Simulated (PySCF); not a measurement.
Isomers of C4H13FN2Si2, mass 164.060 u with the commonest isotopes. Level of theory: PBE0/pcSseg-1 in PySCF (dipole) on a GFN2-xTB geometry, gas phase. One conformer each, none proved a minimum here; rigid rotors.

Question: Order these by rotational constant A, smallest first.
A. `[CH2:1]=[N:2][Si@@H:3]([F:4])[C@@H:5]([SiH3:6])[CH2:7][NH:8][CH3:9]` with C1–N2–Si3–F4 136°, N2–Si3–C5–Si6 -162°, Si3–C5–C7–N8 -159°, C5–C7–N8–C9 -86°
B. `[CH3:1][C@@H:2]1[NH:3][SiH2:4][N:5]([CH3:6])[SiH2:7][C@H:8]1[F:9]` with C1–C2–N3–Si4 168°, C2–N3–Si4–N5 31°, N3–Si4–N5–C6 -179°, Si4–N5–Si7–C8 -7°
C. `[CH3:1][C@@H:2]1[NH:3][SiH2:4][N:5]([CH3:6])[SiH2:7][C@@H:8]1[F:9]` with C1–C2–N3–Si4 167°, C2–N3–Si4–N5 28°, N3–Si4–N5–C6 -176°, Si4–N5–Si7–C8 -18°

Answer: A (1647 MHz), B (1705 MHz), C (1757 MHz).

Question: Order these by radius of gyration √(Σ m r²/M), largest first.
A. `[CH2:1]=[N:2][Si@@H:3]([F:4])[C@@H:5]([SiH3:6])[CH2:7][NH:8][CH3:9]` with C1–N2–Si3–F4 136°, N2–Si3–C5–Si6 -162°, Si3–C5–C7–N8 -159°, C5–C7–N8–C9 -86°
B. `[CH3:1][C@@H:2]1[NH:3][SiH2:4][N:5]([CH3:6])[SiH2:7][C@@H:8]1[F:9]` with C1–C2–N3–Si4 167°, C2–N3–Si4–N5 28°, N3–Si4–N5–C6 -176°, Si4–N5–Si7–C8 -18°
C. `[CH3:1][C@@H:2]1[NH:3][SiH2:4][N:5]([CH3:6])[SiH2:7][C@H:8]1[F:9]` with C1–C2–N3–Si4 168°, C2–N3–Si4–N5 31°, N3–Si4–N5–C6 -179°, Si4–N5–Si7–C8 -7°

Answer: A (2.404 Å), C (2.202 Å), B (2.145 Å).

Question: Order these by dipole moment, smallest first.
A. `[CH3:1][C@@H:2]1[NH:3][SiH2:4][N:5]([CH3:6])[SiH2:7][C@@H:8]1[F:9]` with C1–C2–N3–Si4 167°, C2–N3–Si4–N5 28°, N3–Si4–N5–C6 -176°, Si4–N5–Si7–C8 -18°
B. `[CH2:1]=[N:2][Si@@H:3]([F:4])[C@@H:5]([SiH3:6])[CH2:7][NH:8][CH3:9]` with C1–N2–Si3–F4 136°, N2–Si3–C5–Si6 -162°, Si3–C5–C7–N8 -159°, C5–C7–N8–C9 -86°
C. `[CH3:1][C@@H:2]1[NH:3][SiH2:4][N:5]([CH3:6])[SiH2:7][C@H:8]1[F:9]` with C1–C2–N3–Si4 168°, C2–N3–Si4–N5 31°, N3–Si4–N5–C6 -179°, Si4–N5–Si7–C8 -7°

Answer: A (1.10 D), C (1.74 D), B (4.02 D).

```json
{"SMILES": "C[C@@H]1N[SiH2]N(C)[SiH2][C@@H]1F", "point group": "C1", "Ia (u·Å²)": "287.58", "Ib (u·Å²)": "523.16", "Ic (u·Å²)": "699.31", "κ": "-0.53", "μa (D)": "0.56", "μb (D)": "0.07", "μc (D)": "0.95"}
{"SMILES": "C=N[Si@@H](F)[C@@H]([SiH3])CNC", "point group": "C1", "Ia (u·Å²)": "306.77", "Ib (u·Å²)": "702.83", "Ic (u·Å²)": "885.97", "κ": "-0.72", "μa (D)": "0.08", "μb (D)": "3.76", "μc (D)": "1.41"}
{"SMILES": "C[C@@H]1N[SiH2]N(C)[SiH2][C@H]1F", "point group": "C1", "Ia (u·Å²)": "296.35", "Ib (u·Å²)": "520.65", "Ic (u·Å²)": "773.54", "κ": "-0.40", "μa (D)": "1.09", "μb (D)": "0.94", "μc (D)": "0.98"}
```
